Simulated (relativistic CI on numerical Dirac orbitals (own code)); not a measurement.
Method of calculation: Dirac-Coulomb-Breit CI, KLI orbitals optimised for each configuration, model QED (radiative potential, 1s self-energy scaled to tabulated hydrogen-like ionisation energies), unscaled Slater integrals (own radial code, finite nucleus).

The strongest absorption lines from the ground level of an ion, among the configurations computed and to levels below about 2050 eV (vacuum wavelength in Å, gf): 6.1497 (0.41), 6.1799 (3.8), 6.1846 (2.6), 6.2099 (1.4), 6.4278 (0.46), 6.5121 (0.85), 7.4860 (0.39), 29.036 (0.78).

Which ion is it?
A. Hf XLIV
B. Er XLII
C. Hf XLVIII
D. Hf XLVI

D. Hf XLVI has 27 electrons and the ground level 3s2 3p6 3d9 2D_5/2; the strongest line goes to 3s2 3p6 3d8 4f 2F°_7/2. The pattern of lines fixes the number of electrons, and along that sequence the line energies rise steadily with the charge (about as its square where n changes within one kind of shell, about linearly where n is kept but much faster in heavy ions where fine structure, which grows about as Z⁴, sets the gap, and irregularly where shells cross), which fixes Z. Configurations outside the model, such as inner-shell arrays, can give stronger lines. At this charge energies of transitions that change n are usually good to better than 1 %, and those within a shell (Δn = 0) to a few per cent.

LS names give the leading component of a level, which can be under half, so a name can repeat, a term be missing and a line seem to break the LS rules.
